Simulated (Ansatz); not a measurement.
The cluster WSe2⁻, relaxed as a doublet with UKS PBE-D4/def2-TZVPD in Ansatz, starting from the GFN2-xTB geometry. Force threshold 0.02 eV/Å.

In the def2 sets W takes a core potential; there is no spin–orbit coupling. The charge -1 doublet is spin-contaminated (final ⟨S²⟩ up to 1.50, 0.75 for a pure state). The relaxation made no stability test and no search for a lower SCF solution. No other spin state of charge -1 was run. The structure comes from a short search, and lower isomers may exist.

Start:

```xyz
3

W    -0.969    0.162   -0.927
Se    1.385   -0.636   -0.428
Se   -0.415    0.474    1.354
```

```tsv
step	energy (eV)	largest force component (eV/Å)	SCF passes
1	-132506.9286	1.947	143
2	-132508.4127	2.422	80
3	-132509.1808	1.007	45
4	-132509.5339	0.872	48
5	-132509.6630	0.136	43
6	-132509.6791	0.049	50
7	-132509.6818	0.021	51
8	-132509.6818	0.023	38
9	-132509.6818	0.000	39
```

Force components are those of the run's own axes.

End:

```xyz
3

W    -0.443    0.065   -0.462
Se    1.552   -0.871   -1.161
Se   -1.109    0.806    1.623
```

Bonds lost: Se2–Se3 (atoms count from 1). The end is the same structure that another start reached, the lowest one found.

No frequencies were taken in this run, so the end may be a saddle point.

Hardware: 4 threads of Arm Neoverse V1 on a shared host. Wall time 35 s.
